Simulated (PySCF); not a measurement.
# C₆ coefficients of unlike pairs at PBEsol

Calculated with PySCF 2.14 from the dipole response of each species, C₆(A,B) = (3/π) ∫ α_A(iu) α_B(iu) du, in atomic units, from isotropic polarisabilities. For ions this is the dispersion term alone; charge-induced terms of lower order in 1/R come first.

```csv
species,configuration,basis,relativity,α (bohr³),C₆ (like pair)
W²⁺,[Xe] 4f14 5d4 (5D),"x2c-TZVPPall with one added diffuse shell each of s, p, d, f type (12s8p8d4f1g)",spin-free X2C,14.03,84.54
Ar,[Ar] (1S),aug-cc-pV(5+d)Z (8s7p6d4f3g2h),none,11.90,70.00
W,[Xe] 4f14 5d4 6s2 (5D),aug-cc-pVDZ-PP with ECP60MDF (5s5p4d2f),core potential,69.53,831.1
```

(1) Estimate C₆ for W with Ar.

No spin-orbit coupling is included.

The other pairs:

```csv
pair,C₆
"Ar, W²⁺",76.61
"W, W²⁺",244.4
```

Answers

(1) The integral gives 221.0. The combination rule 2 C_A C_B / (C_A α_B/α_A + C_B α_A/α_B) gives 211.1 and the geometric mean 241.2.
